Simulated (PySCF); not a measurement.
Species: C₇H₁₂N (charge +1).
Geometry (GFN2-xTB, Å), atoms numbered from 1 in this order:
```xyz
20
C7H12N angstrom
C      2.8092    0.6181   -1.8346
C      2.2076    0.3766   -0.8288
C      1.4468    0.0882    0.3675
C      0.2103    0.9890    0.5630
N     -0.6876   -0.1205    0.1157
C     -1.1286    0.0569   -1.2727
C     -1.8312   -0.3966    0.9869
C      0.4532   -1.0823    0.2216
H      3.3648    0.8305   -2.7001
H      2.1184    0.0260    1.2234
H      0.1522    1.8762   -0.0655
H      0.0247    1.2597    1.6009
H     -0.2677    0.2625   -1.9080
H     -1.8266    0.8902   -1.3378
H     -1.6239   -0.8469   -1.6248
H     -2.3375   -1.3037    0.6598
H     -2.5352    0.4337    0.9499
H     -1.4996   -0.5303    2.0154
H      0.3719   -1.7028    1.1123
H      0.5735   -1.7138   -0.6569
```

Theory: PySCF 2.14.0, density-fitted response routines, TDDFT PBE0/def2-SVPD, vertical, gas phase, core orbitals frozen in the response.

Transition dipole moments from the ground state, in atomic units and in the frame of the coordinates above (overall signs are arbitrary), for the states with f of 0.002 or more among the lowest 6:

```json
{"state": "S4", "E (eV)": "7.460", "μx": "0.507", "μy": "0.091", "μz": "-0.188"}
{"state": "S5", "E (eV)": "7.468", "μx": "0.015", "μy": "-0.193", "μz": "-0.028"}
{"state": "S6", "E (eV)": "7.639", "μx": "0.051", "μy": "-0.362", "μz": "-0.059"}
```

**Question.** What oscillator strength does each state have?

**Answer.** f = (2/3) ΔE |μ|² with ΔE in hartree (27.2114 eV).

| state | \|μ\|² (au) | \|μ\| (D) | f |
| --- | --- | --- | --- |
| S4 | 0.301 | 1.39 | 0.055 |
| S5 | 0.038 | 0.50 | 0.007 |
| S6 | 0.137 | 0.94 | 0.026 |

**Question.** What is the point group, and which symmetry does each of these states have?

**Answer.** Cs. From a totally symmetric ground state, an allowed state transforms like the component of the dipole operator along its μ. Polarised normal to the mirror plane, so A″: S5 and S6. Polarised in the mirror plane, so A′: S4.

**Question.** Which bond between heavy atoms lies closest to the direction of the S4 transition dipole?

**Answer.** N5–C7, at 17° from it; next C2–C3 at 37°.

**Question.** What angle do the transition dipoles of S4 and S6 make?

**Answer.** |cos θ| = |μa·μb| / (|μa| |μb|) = 0.02, so θ ≈ 89° (taken between 0 and 90°, since the signs are arbitrary).

**Question.** What peak molar absorption coefficient would the strongest computed level give as a lone Gaussian band 0.3 eV wide at half height?

**Answer.** ε(max) = 2.175×10⁸ f / FWHM, with the width in cm⁻¹. S4: 2.175×10⁸ × 0.0550 / 2420 ≈ 4900 L mol⁻¹ cm⁻¹.

One conformer stands for the species.
